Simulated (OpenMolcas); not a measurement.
# Co2+ in KZnF3: curves along the breathing mode

Co2+ with its 6 nearest fluoride ions, on the Zn site of KZnF3 (a = 4.054 Å, distance in the model lattice 2.027 Å). The rest of the host is ab initio model potentials to 7.6 Å, with orthogonalisation functions on the cations behind the ligands, and point charges beyond; the distance is set by hand and nothing relaxes. Ligand basis ANO-RCC-VDZP.

- Program: OpenMolcas
- Method: SS-CASPT2, IPEA 0.25 Eh, imaginary shift 0.1 Eh (closed shells correlated: 3s 3p and the ligand valence shells)
- Basis: ANO-RCC-VDZP [5s4p2d1f]
- Scalar Hamiltonian: DKH2, point nucleus
- Active space: 7 electrons in 5 orbitals (3d)
- State averaging: 2S+1 = 4 even, 10 roots; 2S+1 = 2 even, 40 roots
- Spin-orbit coupling: state interaction with AMFI integrals over the reference wave functions

Spin-free energies (labels of O, the rotations of Oh) in cm-1 above the lowest fitted minimum, as all ligands move together:

| R (Å) | 4T1 | 4T2 | 2E | 4A2 | 2T1 | 2T2 | 2T1(2) |
| --- | --- | --- | --- | --- | --- | --- | --- |
| 1.91 | 3060 | 14650 | 12080 | 27380 | 20500 | 21550 | 24570 |
| 1.955 | 480 | 10810 | 10820 | 22140 | 18030 | 18850 | 21920 |
| 2 | 80 | 9300 | 11540 | 19430 | 17700 | 18300 | 21440 |
| 2.045 | 1670 | 9940 | 14070 | 18990 | 19330 | 19740 | 22950 |
| 2.09 | 5130 | 12570 | 18330 | 20690 | 22810 | 23050 | 26270 |
| 2.135 | 10440 | 17160 | 24300 | 24450 | 28110 | 28230 | 31570 |
| 2.18 | 17700 | 23300 | 32030 | 30280 | 35280 | 35300 | 38690 |

Cubic fits give the following; the wavenumber is harmonic, with the mass of all moving ligands, small differences in it between states hang on the degree of the fit, a number in brackets counts states of one label, and the table is a selection of at most 14 states with clean curves.

| State | R0 (Å) | Breathing mode (cm-1) | Minimum (cm-1) |
| --- | --- | --- | --- |
| 4T1 | 1.987 | 543 | 0 |
| 4T2 | 2.008 | 559 | 9250 |
| 2E | 1.961 | 524 | 10840 |
| 4A2 | 2.032 | 570 | 18860 |
| 2T1 | 1.986 | 540 | 17590 |
| 2T2 | 1.991 | 542 | 18250 |
| 2T1(2) | 1.989 | 542 | 21380 |
| 4T1(2) | 2.007 | 557 | 23080 |
| 2A1 | 2.008 | 557 | 23810 |
| 2T2(2) | 2.004 | 556 | 27210 |
| 2T1(3) | 2.008 | 559 | 29170 |
| 2E(2) | 2.005 | 560 | 30390 |
| 2T2(3) | 2.014 | 556 | 33670 |
| 2E(3) | 2.030 | 563 | 35940 |

The minimum of 4T2 is shifted by +0.0210 Å against 4T1 (from the unrounded fits). With M = 114.0 u for the moving shell, the Huang-Rhys factor in this mode is S = M ω ΔR² / 2ħ = 0.01483 × 114.0 × 543 × 0.0210² = 0.40. Only the first shell moves, against a rigid host.

Roots that are degenerate in the reference are averaged as groups; the widest CASPT2 spread within a group is 620 cm-1 (the 3-fold group of multiplicity 4 near 5600 cm-1 above the lowest state of its run, R = 2.18). Shifts and gaps below about the spread of the groups concerned are not significant. Over all roots computed the reference weight is 0.73 to 0.74 in R = 1.91, 0.73 to 0.74 in R = 1.955, 0.73 to 0.74 in R = 2, 0.73 to 0.74 in R = 2.045, 0.73 to 0.74 in R = 2.09, 0.73 to 0.74 in R = 2.135, 0.73 to 0.75 in R = 2.18; a low but even weight reflects the number of correlated electrons. An orbital triplet at a regular site is open to Jahn-Teller coupling, which can distort the site and quench the lowest spin-orbit gaps and is left out. A single d shell leaves out the double-shell effect, which counts most for late 3d ions, where the CASPT2 field can be off either way by tens of per cent. Ligand-to-metal charge-transfer states are missing. These CASPT2 states fit no ligand-field parameters well, so their order and spin gaps are uncertain. For late 3d ions with one d shell CASPT2 can put B and the spin-flip bands somewhat low as well as high. With one d shell and no ligand orbital active, 10Dq can be off by tens of per cent for divalent 3d ions, low with halides held by bare charges and at times high in hosts. Free-ion shares, where given, are those of the reference states; single-state CASPT2 does not remix them. No measured value stands beside these numbers.
